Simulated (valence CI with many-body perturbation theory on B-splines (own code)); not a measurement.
**Cl10+: E2, M1 decay**

Calculated by valence CI with perturbative core correlation (CI+MBPT): five valence electrons over a frozen Dirac-Fock core [He], radial functions for each j: 11 s, 11 p, 10 d, 8 f, 5 g, 2 h, with the one-electron correlation potential Σ1, the two-electron term Σ2, the three-electron term Σ3, Breit, model QED; selected CI, second order for the rest, scaled by the run's own slope (own B-spline code, finite nucleus).

No measured spectrum was set against this ion. As an estimate, levels of excited configurations hold to 0.05 to 0.15 % of their energy, terms of the ground configuration to about 0.5 %. Among the levels kept, up to 4800 cm⁻¹ of a level comes from second order outside the variational space, and about a tenth of that is noise between levels of different J, which matters for small intervals.

Lines 1 to 22 of 22 in falling wavelength, among levels below 404.27 eV, chosen from the decays that carry over 1 % of a level's rate. Wavelengths and rates use the calculated energies, so an error of 400 cm⁻¹ moves a line at 2027 Å by 0.81 % and its rate by three times that or more. Electric multipoles are in the length gauge, E1 and E2 with the static RPA response of the core. S is in atomic units (e²a₀⁴ for E2 and M2, e²a₀⁶ for E3), for M1 in squared Bohr magnetons. Weak lines are less certain than strong ones. Lines between different terms over intervals too small for the method are left out, as are lines whose strength nearly cancels.

Letters in brackets count levels of one name in rising energy.

```tsv
λ vac (Å)	Upper	Lower	Type	A (s⁻¹)	S (a.u.)
49670	2s²2p³ ²D°_5/2	2s²2p³ ²D°_3/2	M1	8.39e-02	2.29e+00
2027	2s²2p³ ²P°_1/2	2s²2p³ ²D°_3/2	M1	1.09e+02	6.75e-02
1986	2s²2p³ ²P°_3/2	2s²2p³ ²D°_5/2	M1	1.06e+02	1.23e-01
1910	2s²2p³ ²P°_3/2	2s²2p³ ²D°_3/2	M1	2.05e+02	2.12e-01
1123	2s²2p³ ²D°_3/2	2s²2p³ ⁴S°_3/2	M1	4.03e+01	8.46e-03
1098	2s²2p³ ²D°_5/2	2s²2p³ ⁴S°_3/2	M1	9.19e-01	2.71e-04
1098	2s²2p³ ²D°_5/2	2s²2p³ ⁴S°_3/2	E2	5.55e-02	4.75e-04
722.6	2s²2p³ ²P°_1/2	2s²2p³ ⁴S°_3/2	M1	2.73e+02	7.65e-03
707.1	2s²2p³ ²P°_3/2	2s²2p³ ⁴S°_3/2	M1	6.10e+02	3.20e-02
40.38	2s²2p²3p ²S°_1/2	2s²2p³ ²D°_5/2	E2	6.82e+07	1.31e-02
40.35	2s²2p²3p ²S°_1/2	2s²2p³ ²D°_3/2	E2	6.48e+07	1.24e-02
39.78	2s²2p²3p ²D°_3/2 [a]	2s²2p³ ²D°_5/2	E2	2.97e+07	1.06e-02
39.75	2s²2p²3p ²D°_3/2 [a]	2s²2p³ ²D°_3/2	E2	7.74e+07	2.74e-02
39.61	2s²2p²3p ²D°_5/2 [a]	2s²2p³ ²D°_5/2	E2	7.69e+07	4.02e-02
38.96	2s2p³3p ⁴F_9/2	2s2p⁴ ⁴P_5/2	E2	6.88e+07	5.51e-02
38.86	2s²2p²3p ²F°_7/2	2s²2p³ ²D°_5/2	E2	5.75e+07	3.64e-02
38.82	2s²2p²3p ⁴D°_1/2	2s²2p³ ⁴S°_3/2	E2	6.20e+07	9.75e-03
38.77	2s²2p²3p ⁴D°_3/2	2s²2p³ ⁴S°_3/2	E2	6.21e+07	1.94e-02
38.68	2s²2p²3p ⁴D°_5/2	2s²2p³ ⁴S°_3/2	E2	6.23e+07	2.89e-02
38.57	2s²2p²3p ⁴D°_7/2	2s²2p³ ⁴S°_3/2	E2	6.53e+07	3.99e-02
32.91	2s2p³3d ²G°_9/2	2s²2p³ ²D°_5/2	E2	4.81e+08	1.66e-01
32.88	2s2p³3d ²G°_7/2	2s²2p³ ²D°_3/2	E2	4.37e+08	1.20e-01
```
